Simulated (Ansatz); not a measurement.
Basis-set extrapolation for BFH₅NSi, SMILES `NB(F)[SiH3]` (PBE0-D4/def2-TZVP geometry, frozen core, the Gaussian-basis code of Ansatz). Multiplicity 1, RHF reference.

|  | def2-TZVPP | def2-QZVPP |
| --- | --- | --- |
| HF | -470.604489 | -470.621773 |
| MP2 correlation | -0.686822 | -0.742191 |
| CCSD(T) correlation | -0.748407 | not run |

Energies in hartree. Use E(X) = E(∞) + A·exp(−7.88·√X) for Hartree–Fock and E(X) = E(∞) + B·X^(−2.97) for correlation, with X = 3 and 4, and add CCSD(T) minus MP2 of the smaller set to the MP2 limit.

**Question.** What is the CCSD(T) energy at the basis-set limit?

**Answer.** HF limit: -470.621773 + (-0.017284) × 0.13774 = -470.62415. MP2 limit: -0.742191 + (-0.055369) × 0.74074 = -0.78321. Higher-order term: -0.748407 − (-0.686822) = -0.06159. Total: -471.46895 hartree, 72.8 kcal/mol below CCSD(T)/def2-TZVPP.
